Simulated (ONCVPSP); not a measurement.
**Configuration tests for Cl (ONCV)**

- Element: Cl
- Generator: ONCVPSP 4.0.1
- Type: optimised norm-conserving Vanderbilt (ONCV)
- Functional: LDA (Perdew-Wang 92)
- Relativity: scalar-relativistic
- Frozen core: [Ne]
- Valence charge: 7
- Reference configuration: 3s2 3p3 (charge +2)
- Partial waves: 3s: rc 1.35 bohr, ncon 4, nbas 7, qcut 5.7 1/bohr, 2 projectors, debl 3.6 Ha; 3p: rc 1.35 bohr, ncon 3, nbas 6, qcut 5.6 1/bohr, 2 projectors, debl 0.6 Ha; d scattering state at 0.1 Ha: rc 1.20 bohr, ncon 4, nbas 8, qcut 6.7 1/bohr, 3 projectors, debl 1.1 Ha
- Local potential: polynomial inside 1.00 bohr (lpopt 1, dvloc0 0 Ha)
- Core correction: none

In the p channel the program set the typed energies aside and used -1.167, 0.250 Ha. In the d channel the program set the typed energies aside and used 0.050, 1.150, 2.250 Ha.

Energies are relative to the spin-unpolarised reference configuration 3s2 3p3; without spin polarisation the order of configurations can differ from experiment.

Question: Give the all-electron excitation energy and the error of the potential for: 3s2 3p5; 3s2 3p4; 3s2 3p2; 3s1 3p6.

Answer:

```json
{"valence configuration": "3s2 3p5", "charge": "0", "ΔE all-electron (eV)": "-39.496", "error AE − PS (meV)": "+25"}
{"valence configuration": "3s2 3p4", "charge": "+1", "ΔE all-electron (eV)": "-25.527", "error AE − PS (meV)": "+11"}
{"valence configuration": "3s2 3p2", "charge": "+3", "ΔE all-electron (eV)": "38.396", "error AE − PS (meV)": "+21"}
{"valence configuration": "3s1 3p6", "charge": "0", "ΔE all-electron (eV)": "-27.445", "error AE − PS (meV)": "+19"}
```

Note: ghosts flagged at negative energy: d at -36.9 eV (a further GHOST(-) flag falls on a real empty level of the atom); no localised positive-energy state flagged. A true bound ghost makes a file unfit for plane-wave use.
